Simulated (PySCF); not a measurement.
C4H9PSSi2.
Cartesian coordinates in Å at the PBE0-D3(BJ)/def2-SVP level; atoms count from 1:
```xyz
17
C4H9PSSi2 angstrom
Si    -2.3645    0.3860   -0.7550
P     -2.1904   -1.7588   -0.0449
Si    -0.5159   -1.3145    1.4128
C      0.8417   -0.5606    0.3801
C      1.5179   -1.1188   -0.6874
C      2.4149   -0.2191   -1.3207
C      2.4091    1.0218   -0.7334
S      1.3186    1.0867    0.5839
H     -3.7378    0.5712   -1.3149
H     -2.1427    1.3928    0.3295
H     -1.3565    0.5967   -1.8338
H     -3.2517   -1.6735    0.9100
H     -0.9062   -0.3299    2.4672
H     -0.0705   -2.5841    2.0614
H      1.3662   -2.1502   -1.0126
H      3.0398   -0.4756   -2.1773
H      2.9962    1.8974   -1.0088
```

Computed with TDDFT PBE0/def2-SVPD, vertical, gas phase, core orbitals frozen in the response (PySCF 2.14.0, density-fitted response routines).

Broadening: Gaussians 0.25 eV wide at half height, area fixed by f = 4.319×10⁻⁹ ∫ε dν̃. The width is an assumption, not a result. The curve ends short of the highest state used, and states not computed would add to its high-energy end.

(E (eV), ε (L mol⁻¹ cm⁻¹)): (4.88, 43), (4.90, 82), (4.93, 202), (4.95, 352), (4.97, 593), (5.00, 1212), (5.02, 1867), (5.04, 2776), (5.07, 4710), (5.09, 6410), (5.11, 8418), (5.14, 11855), (5.16, 14249), (5.19, 17568), (5.21, 19327), (5.23, 20524), (5.26, 21030), (5.28, 20466), (5.30, 19251), (5.33, 16522), (5.35, 14374), (5.37, 12201), (5.40, 9279), (5.42, 7748), (5.45, 6239), (5.47, 5766), (5.49, 5671), (5.52, 6069), (5.54, 6557), (5.56, 7107), (5.59, 7842), (5.61, 8159), (5.63, 8271), (5.66, 8010), (5.68, 7558), (5.70, 6923), (5.73, 5745), (5.75, 4898), (5.78, 3679), (5.80, 2967), (5.82, 2371), (5.85, 1729), (5.87, 1473), (5.89, 1351)

Question: Where are the band maxima, and which computed states make them?

Answer: 236 nm (5.25 eV), ε about 21000, made up of S1 (100%); 220 nm (5.63 eV), ε about 8300, made up of S2 (18%) and S3 (81%) (ε in L mol⁻¹ cm⁻¹; maxima over ε = 5, shares over 10%). The states used: S1 5.25 eV (f 0.195); S2 5.55 eV (f 0.018); S3 5.65 eV (f 0.063); S4 5.81 eV (f 0.0032); S5 6.07 eV (f 0.020); S6 6.15 eV (f 0.012); S7 6.22 eV (f 0.014); S8 6.30 eV (f 0.017); S9 6.32 eV (f 0.013); S10 6.49 eV (f 0.0056).

Question: On this curve, what absorbance would a 10⁻³ mol/L sample give at 222 nm over a 1 cm path?

Answer: 222 nm is 5.585 eV, where ε is about 7700 L mol⁻¹ cm⁻¹, so A = ε c l ≈ 7.7 (Beer–Lambert, with the gas-phase spectrum and the assumed width).

Question: Coming from long wavelengths, where does ε first pass 100 L mol⁻¹ cm⁻¹?

Answer: At about 253 nm (4.91 eV), 0.35 eV below S1.

Question: What would ε be at 5.25 eV, the highest of these maxima, with half the width (0.125 eV)?

Answer: About 41900 L mol⁻¹ cm⁻¹ against 21100, a factor of about 1.99; a lone state at its own centre would give exactly 2.

The vertical ionisation energy (ΔSCF) is 8.53 eV, 2.04 eV above S10.

One conformer stands for the species.
